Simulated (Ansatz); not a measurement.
Spectroscopic constants of BeAl, multiplicity 2 (lowest of 2S+1 = 2, 4 at CCSD(T)/def2-TZVPP on PBE0 minima; our sources give no spin for the ground state, which may be another).

The constants come from a fifth-degree fit in 1/R (seven points, main isotopes). Runs in def2 and cc sets follow the lowest solution found near the PBE0 minimum.

Correlated levels freeze the inner cores; with def2 sets outer-core shells near the valence are correlated too.

Programs: Ansatz (Gaussian basis) for Hartree–Fock, density functionals and correlated methods. Each number belongs to the level named beside it.

D_e counts from each atom's lowest state at the same level, without counterpoise or zero-point energy.

| level | r_e (Å) | ω_e (cm⁻¹) | ω_e x_e (cm⁻¹) | D_e (eV) | dipole (D) |
|---|---|---|---|---|---|
| PBE/def2-TZVPP | 2.417 | 404 | 4.4 | 0.94 | 0.09 |
| B97M-V/def2-TZVPP | 2.415 | 407 | 4.3 | 0.83 | 0.33 |
| B3LYP/def2-TZVPP | 2.429 | 379 | 5.7 | 0.63 | 0.18 |
| CAM-B3LYP/def2-TZVPP | 2.550 | 281 | 2.5 | 0.52 | 0.85 |
| wB97M-V/def2-TZVPP | 2.481 | 328 | 6.8 | 0.49 | 0.29 |
| CCSD/def2-QZVPP | 2.444 | 351 | 8.2 | 0.38 | - |
| CCSD(T)/def2-TZVPP | 2.450 | ___ | 7.3 | 0.46 | - |
| CCSD(T)/def2-QZVPP | ___ | ___ | 6.6 | 0.54 | - |

Q: Complete the blanks.

A: 
- CCSD(T)/def2-QZVPP, r_e (Å): 2.419
- CCSD(T)/def2-QZVPP, ω_e (cm⁻¹): 387
- CCSD(T)/def2-TZVPP, ω_e (cm⁻¹): 370

Ansatz is an electronic-structure program.
